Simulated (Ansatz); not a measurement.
`[GeH3][GeH2][GeH2][GeH3]` + H₂ → `[GeH3][GeH3]` + `[GeH3][GeH3]` at 600 K and 1 bar (hydrogenolysis of a Ge–Ge bond).

Gas-phase electronic energies from Ansatz, PBE0-D4/def2-TZVP geometries. CCSD(T)/CBS is the MP2 limit (def2-TZVPP, def2-QZVPP) plus CCSD(T) − MP2 in def2-TZVPP, frozen cores. This one scheme is used for every species. For Ge outer-core shells are correlated without core-valence functions, which leaves a few kJ/mol of doubt a bond. Scalar relativity is left out up to krypton. Each species was taken in one conformer, which may not be the lowest.

| species | CCSD(T)/CBS energy (Eh) | H − E (kJ/mol) | S (J/(mol·K)) |
| --- | --- | --- | --- |
| `[GeH3][GeH2][GeH2][GeH3]` | -8310.47331 | 299.2 | 603.2 |
| H₂ | -1.17544 | 43.9 | 150.8 |
| `[GeH3][GeH3]` | -4155.81928 | 170.1 | 372.6 |
| `[GeH3][GeH3]` | -4155.81928 | 170.1 | 372.6 |

H − E and S are ideal-gas, rigid-rotor, harmonic terms from PBE0-D4/def2-TZVP, for one conformer and one mirror image of each species. For small species the MP2-based limit differs from directly extrapolated CCSD(T) by up to some mEh (0.8 for H₂); such offsets cancel only in part. 1 Eh = 2625.50 kJ/mol, R = 8.31446 J/(mol·K).

Question: By hand: ΔE, ΔH, ΔS and ΔG.

Answer: ΔE = (-4155.81928) + (-4155.81928) − (-8310.47331) − (-1.17544) = 0.01019 Eh = 26.8 kJ/mol. Δ(H − E) = 170.1 + 170.1 − 299.2 − 43.9 = -2.9, so ΔH = 23.9 kJ/mol. ΔS = 372.6 + 372.6 − 603.2 − 150.8 = -8.8 J/(mol·K). ΔG = 23.9 − 600 × (-8.8)/1000 = 29.2 kJ/mol.

Question: By hand: the equilibrium constant, and the temperature at which ΔG would vanish if ΔH and ΔS stayed fixed.

Answer: log₁₀ K = −ΔG/(RT ln 10) = -2.5. ΔH and −TΔS have one sign here, so there is no such temperature.

The number of gas molecules stays the same, so ΔS is small and ΔH decides. A doubt of 5 kJ/mol in ΔE shifts log₁₀ K by 0.4 here. Other conformers and mirror images would add mixing entropy, several J/(mol·K) or more a flexible species. Modes under 60 cm⁻¹, often nearly free rotors, make the harmonic entropy too high. These are equilibria of isolated gas molecules and say nothing of rates. Largest T1 diagnostic: 0.012 (customary marks: 0.02 for closed shells, 0.045 for open ones).

ΔS is within the doubt of such terms, so its sign, and with it that verdict, could turn.
